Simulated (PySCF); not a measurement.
C₂H₅FSi₂, SMILES C#C[Si@@H](F)[SiH3]. Coordinates come from a B3LYP-D3(BJ)/def2-SVP optimisation. The structure was generated by enumeration; whether it is a known compound was not checked.

Question: Give the equilibrium geometry at B3LYP-D3(BJ)/def2-SVP (PySCF confirms it by a frequency run) as bond lengths and angles. (An estimate is asked for; the answer gives what the named calculation found.)

Answer: 
Atoms: C1 C2 Si3 F4 Si5 H6 H7 H8 H9 H10. Bond lengths (Å): C1–C2 1.218, C1–H6 1.075, C2–Si3 1.830, Si3–F4 1.634, Si3–Si5 2.347, Si3–H7 1.487, Si5–H8 1.492, Si5–H9 1.491, Si5–H10 1.493. Angles (°): C2–C1–H6 179.6, C1–C2–Si3 176.9, C2–Si3–F4 108.8, C2–Si3–Si5 109.1, C2–Si3–H7 109.1, F4–Si3–Si5 108.7, F4–Si3–H7 107.5, Si5–Si3–H7 113.4, Si3–Si5–H8 110.6, Si3–Si5–H9 109.5, Si3–Si5–H10 108.7, H8–Si5–H9 109.5, H8–Si5–H10 109.2, H9–Si5–H10 109.4.
